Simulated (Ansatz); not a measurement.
System: C2H5GeO2, net charge 0, doublet state. SMILES: [CH2]C(=O)[O][GeH3]
Geometry: optimised at B3LYP-D3(BJ)/def2-TZVP (Ansatz, a program for electronic structure).

Wanted: atomisation energy, in kcal/mol. Set-up: frozen cores in correlated levels (noble-gas shells and the d and f shells of earlier blocks); dispersion terms only where a functional's name holds one; spin-orbit terms left out; atomisation electronic, to ground-state atoms; 6-31G* and kin with 6d, 5d where marked; non-relativistic; UHF or UKS for open shells. First-principles rows: single points at B3LYP-D3(BJ) geometries (Ansatz). A UHF reference is markedly spin-contaminated in at least one set, which strains HF and MP2.

| species | coefficient | E at MP2/6-31G* (Ansatz), Eh | E at wB97X-V/def2-TZVPD (Ansatz), Eh |
|---|---|---|---|
| [CH2]C(=O)[O][GeH3] | -1 | -2304.09789 | -2306.47443 |
| C atom | +2 | -37.73297 | -37.84665 |
| Ge atom | +1 | -2075.07780 | -2076.71876 |
| H atom | +5 | -0.49823 | -0.50049 |
| O atom | +2 | -74.88004 | -75.06921 |

 1 Eh = 627.5095 kcal/mol.

Problem. Work the quantity out at each level.

Solution. 
- MP2/6-31G*: the sum of coefficient times E is 1.30292 Eh, or 817.59 kcal/mol. Result: 817.6 kcal/mol.
- wB97X-V/def2-TZVPD: the sum of coefficient times E is 1.42150 Eh, or 892.00 kcal/mol. Result: 892.0 kcal/mol.
